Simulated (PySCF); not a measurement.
SnI, SMILES [Sn+][I] (connectivity only; charge and spin as stated), charge +1, multiplicity 1.

Geometry optimised at B3LYP-D3(BJ)/def2-TZVP. The spin state was assumed, not searched. The def2 effective core potentials stand for the cores of I, Sn; spin–orbit coupling is left out.

All values below come from r2SCAN/def2-TZVPD (PySCF).

Gas-phase values at a fixed geometry.

Problem. Estimate the frontier levels, gap, dipole moment and polarisability. (An estimate is asked for; the answer gives what the named calculation found.)

Solution. 
| Quantity | Result |
|---|---|
| highest occupied level | -12.66 eV |
| lowest empty level | -9.28 eV |
| orbital gap | 3.37 eV |
| dipole moment about the centre of nuclear charge | 3.93 D |
| mean static polarisability | 63.5 bohr³ (9.42 Å³) |
| polarisability, principal values | 46.9, 46.9, 96.7 bohr³ |
